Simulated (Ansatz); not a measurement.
Cl₂H₅NSi₂ (`[SiH3]N[SiH](Cl)Cl`). The species carries charge 0 and has multiplicity 1.

```xyz
10

Si    1.042   -1.237   -0.132
N    -0.409   -0.307   -0.335
Si   -0.730    1.263    0.225
Cl   -1.683    2.344   -1.226
Cl   -1.964    1.277    1.860
H     0.812   -2.426    0.729
H     2.037   -0.342    0.506
H     1.548   -1.710   -1.447
H    -1.186   -0.782   -0.777
H     0.533    1.920    0.596
```

Question: Give the diagnostics of a CCSD(T)/def2-TZVPP run (frozen core, the Gaussian-basis code of Ansatz). (An estimate is asked.)

Answer: Computed: T1 = 0.0098, largest single amplitude 0.012, largest double 0.017, (T) share of the correlation energy 3.9 %, 8 CCSD cycles. The RHF solution is stable towards an unrestricted one. T1 lies under the customary mark of 0.02 for closed shells.
